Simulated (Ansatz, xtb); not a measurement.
## C5H11ClO: which of two isomers lies lower

Structure I is `CC(C)(CO)CCl`, a singlet and structure II is `CC[C@H](CO)CCl`, a singlet. Both are isolated molecules in the gas phase, relaxed with r2SCAN-D4/def2-SVP; the shapes shown needn't be the lowest conformers.

I (Å):

```xyz
18

C    -1.2659   -0.3558    0.9203
C    -0.2154    0.3549    0.0651
C     1.0722   -0.4728    0.0039
C    -0.7852    0.5348   -1.3604
C     0.0642    1.7633    0.5968
Cl    0.8079    1.7791    2.2435
O     0.0876    1.1915   -2.2510
H    -1.4712   -1.3661    0.5309
H    -2.2159    0.2046    0.9327
H    -0.9167   -0.4525    1.9594
H     1.4868   -0.6262    1.0111
H     1.8491    0.0349   -0.5926
H     0.8767   -1.4624   -0.4421
H    -1.6995    1.1517   -1.3131
H    -1.0890   -0.4634   -1.7404
H     0.8210    0.5925   -2.4414
H    -0.8687    2.3419    0.6757
H     0.7540    2.2951   -0.0729
```

II (Å):

```xyz
18

C     2.2696   -1.7076    0.9889
C     1.1985   -0.6241    0.9524
C     0.4865   -0.4826   -0.3968
C    -0.5890    0.5942   -0.3340
C    -0.0709   -1.7861   -0.9506
Cl   -1.2229   -2.5849    0.2010
O    -1.0988    0.7944   -1.6370
H     2.8168   -1.6882    1.9439
H     3.0076   -1.5756    0.1796
H     1.8282   -2.7117    0.8877
H     1.6455    0.3532    1.2074
H     0.4415   -0.8312    1.7299
H     1.2253   -0.1523   -1.1562
H    -1.3794    0.2633    0.3701
H    -0.1418    1.5235    0.0771
H    -1.9041    1.3203   -1.5686
H     0.7206   -2.5212   -1.1493
H    -0.6359   -1.5935   -1.8718
```

Quicker runs give these differences E(II) − E(I): GFN2-xTB +15.7 kJ/mol; HF/STO-3G −0.8 kJ/mol (at GFN2-xTB geometries); r2SCAN-D4/def2-SVP//GFN2-xTB +7.8 kJ/mol.

Task: Which of the two would you expect CCSD(T)/def2-SVP + ΔMP2/def2-TZVPP electronic energies to favour?

Result: Structure I; the calculation gives E(II) − E(I) = +8.6 kJ/mol.

How the difference moves with the method:

```tsv
level	geometry	E(II) − E(I) (kJ/mol)	departure from the last row (kJ/mol)	job, with rough time for the two
GFN2-xTB	GFN2-xTB	+15.7	+7.0	optimisation, 0.19 s
HF/STO-3G	GFN2-xTB	−0.8	−9.4	single point, 0.46 s
r2SCAN-D4/def2-SVP//GFN2-xTB	GFN2-xTB	+7.8	−0.8	single point, 5.3 s
r2SCAN-D4/def2-SVP	r2SCAN-D4/def2-SVP	+6.6	−2.0	optimisation, 42 s
HF/def2-SVP	r2SCAN-D4/def2-SVP	−2.6	−11.2	part of the CCSD(T) run
MP2/def2-SVP	r2SCAN-D4/def2-SVP	+10.6	+2.0	part of the CCSD(T) run
CCSD(T)/def2-SVP	r2SCAN-D4/def2-SVP	+8.8	+0.2	single point
CCSD(T)/def2-SVP + ΔMP2/def2-TZVPP	r2SCAN-D4/def2-SVP	+8.6		single point, 2.1 min
```

As drawn, both hold the same kinds of bond in the same numbers. Structure I has 2 methyl groups, II 1.

HF/def2-SVP puts the two in the other order. HF/STO-3G finds them nearly level. The largest departure from CCSD(T)/def2-SVP + ΔMP2/def2-TZVPP is that of HF/def2-SVP, 11.2 kJ/mol. The last row adds to CCSD(T) the change of the MP2 difference between the two basis sets, here −0.2 kJ/mol.

With thermal terms from frequencies at re-optimised GFN2-xTB minima (ideal gas, soft modes damped towards free rotors, one conformer each, 298.15 K, 1 atm): the zero-point term adds +1.3 kJ/mol; ΔH is +9.9 and ΔG +8.3 kJ/mol.

The correlated steps freeze 11 core orbitals. Mirror images aren't counted in ΔG. Programs: Ansatz 0.2.0, xtb 6.7.1; the last row on 4 threads of Arm Neoverse V1 on a shared host.
